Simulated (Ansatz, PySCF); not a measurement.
This PySCF input computes a PBE/def2-TZVPD energy:

```python
from pyscf import gto, scf, dft

mol = gto.M(
    atom='''
    Si    0.85940154   -0.21254147    0.82318077
    H     1.90355144   -0.47605547   -0.29003220
    Cl   -0.81971605    0.20303742   -0.66085286
    ''',
    basis='def2-tzvpd',
    charge=-1,
    spin=1,
    verbose=4,
)

mf = dft.UKS(mol, xc='pbe').density_fit(auxbasis='def2-universal-jkfit')
mf.grids.level = 3
mf.conv_tol = 1e-9
mf.max_cycle = 100
mf.max_memory = 1500
mf.kernel()
if not mf.converged:
    mf = mf.newton()
    mf.kernel(mf.make_rdm1())
for _ in range(2):
    mo, _, stable, _ = mf.stability(return_status=True)
    if stable:
        break
    mf.kernel(mf.make_rdm1(mo, mf.mo_occ))
mf.analyze()
```

Q: Write an input for the same energy in Ansatz (a program for electronic structure) and say what it gives.

A: 
Ansatz 0.2 input:
```yaml
crystal:
  periodic: [false, false, false]
  atoms:
    - {symbol: Si, position_ang: [0.85940154, -0.21254147, 0.82318077]}
    - {symbol: H, position_ang: [1.90355144, -0.47605547, -0.29003220]}
    - {symbol: Cl, position_ang: [-0.81971605, 0.20303742, -0.66085286]}
basis:
  gaussian:
    orbitals: def2-TZVPD
hamiltonian:
  xc: {name: PBE}
total_charge: -1
magnetization: {spin_polarized: true, initial_magnetization: 1}
output: {forces: true}
```
It gives -750.00981 Eh, and PySCF -750.00986 Eh, a difference of 0.05 mEh, from the treatment of integrals and grids.
